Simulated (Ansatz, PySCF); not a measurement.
System: SF, charge 0, multiplicity 2. SMILES: F[S]
Geometry: optimised at B3LYP-D3(BJ)/def2-TZVP (Ansatz, a program for electronic structure).

Wanted: vertical ionisation energy (to the triplet state of charge +1; each state is the SCF solution reached for its spin), in eV. Valence correlation only, unless marked. UHF or UKS for open shells. No spin-orbit coupling. No relativistic terms. CBS(X,Y): correlation extrapolated as X^-3; Hartree-Fock from the larger set.

```
level                                         program  vertical ionisation energy (eV)
--------------------------------------------  -------  -------------------------------
PBE/def2-TZVPD                                 Ansatz                            10.14
r2SCAN/def2-TZVPD                              Ansatz                            10.16
BHLYP/def2-TZVPD                               Ansatz                            10.33
CAM-B3LYP/def2-TZVPD                           Ansatz                            10.41
wB97M-V/def2-TZVPD                             Ansatz                            10.32
CCSD/aug-cc-pV(D+d)Z                           Ansatz                             9.98
CCSD/def2-SVPD                                 Ansatz                            10.04
CCSD/aug-cc-pV(T+d)Z                           Ansatz                            10.21
CCSD/def2-TZVPPD                               Ansatz                            10.17
CCSD/def2-QZVPPD                               Ansatz                            10.28
CCSD/CBS(aug-cc-pV(T+d)Z,aug-cc-pV(Q+d)Z)      Ansatz                            10.37
CCSD/CBS(def2-TZVPPD,def2-QZVPPD)              Ansatz                            10.36
CCSD(T)/aug-cc-pV(D+d)Z                        Ansatz                             9.96
CCSD(T)/aug-cc-pV(Q+d)Z                        Ansatz                            10.29
CCSD(T)/CBS(aug-cc-pV(T+d)Z,aug-cc-pV(Q+d)Z)   Ansatz                            10.36
```

For comparison, minus the highest occupied orbital energy (PySCF): 6.06 eV at BP86/def2-TZVPD, 8.58 eV at M06-2X/def2-TZVPD, 6.10 eV at TPSS/def2-TZVPD.
